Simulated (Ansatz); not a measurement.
Program: Ansatz. Geometries: PBE0-D4/def2-TZVP. ΔE: electronic, gas phase. CBS: MP2 limit from def2 TZ/QZ plus the TZ coupled-cluster correction, frozen cores. This one scheme is used for every species. DFT in def2-TZVPP. Triplets are unrestricted, without spin–orbit coupling. One conformer a species, not always the lowest.

Consider the formal loss of a carbene: `FC[SiH](F)[AlH2]` → `F[SiH](F)[AlH2]` + `[CH2]` (triplet).

Task: Is it downhill or uphill in electronic energy at CCSD(T)/CBS, and by how much? (Estimate.)

Result: The calculation gave: Uphill: ΔE = +213.4 kJ/mol.

Task: What do these levels give: r2SCANh-D4, CAM-B3LYP-D4, PBE, HF/def2-SVP, CCSD/def2-SVP, MP2/def2-TZVPP? (An estimate is asked.)

Result: The calculation gave: r2SCANh-D4 196.9, CAM-B3LYP-D4 217.0, PBE 235.7, HF/def2-SVP 87.8, CCSD/def2-SVP 200.6, MP2/def2-TZVPP 206.5 kJ/mol.

Largest T1 diagnostic among the species: 0.012.

From r2SCAN to r2SCAN0 (25 % exact exchange), in def2-TZVPP and without D4, ΔE moves by −8.8 kJ/mol. In def2-TZVPP, CCSD(T) changes the Hartree–Fock value by +139.6 kJ/mol (the triples alone add +12.5 kJ/mol) and MP2 by +141.5 kJ/mol. At CCSD(T), def2-SVP lies −3.6 kJ/mol from the extrapolated value and def2-TZVPP −8.8 kJ/mol.
